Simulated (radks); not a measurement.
Isoelectronic series with 23 electrons, all held in the configuration [Ar] 3d3 4s2, which need not be the ground one along the series. All-electron calculation, scalar-relativistic Kohn-Sham, LDA (Slater exchange, Perdew-Wang correlation), spin-polarised, spherical densities, point nucleus; open shells are filled with parallel spins first. Program: a radial shooting solver on a logarithmic mesh with Libxc functionals. Total energies (hartree) and orbital eigenvalues (eV) (* marks an orbital that is empty in some or all of the ions):

[
 {"ion": "V", "E (hartree)": "-947.12397", "3d down*": "-3.9175", "4s down": "-4.4333", "4s up": "-5.1282"},
 {"ion": "Cr+", "E (hartree)": "-1048.10610", "3d down*": "-17.4070", "4s down": "-12.8293", "4s up": "-13.5722"},
 {"ion": "Mn2+", "E (hartree)": "-1154.68624", "3d down*": "-35.2647", "4s down": "-23.5845", "4s up": "-24.3871"},
 {"ion": "Fe3+", "E (hartree)": "-1266.85165", "3d down*": "-56.9056", "4s down": "-36.4447", "4s up": "-37.3142"},
 {"ion": "Co4+", "E (hartree)": "-1384.60281", "3d down*": "-82.0621", "4s down": "-51.2897", "4s up": "-52.2301"},
 {"ion": "Ni5+", "E (hartree)": "-1507.94685", "3d down*": "-110.5888", "4s down": "-68.0525", "4s up": "-69.0663"},
 {"ion": "Cu6+", "E (hartree)": "-1636.89486", "3d down*": "-142.3973", "4s down": "-86.6929", "4s up": "-87.7816"},
 {"ion": "Zn7+", "E (hartree)": "-1771.46073", "3d down*": "-177.4294", "4s down": "-107.1849", "4s up": "-108.3495"}
]

3d down drops below 4s down between V and Cr+.
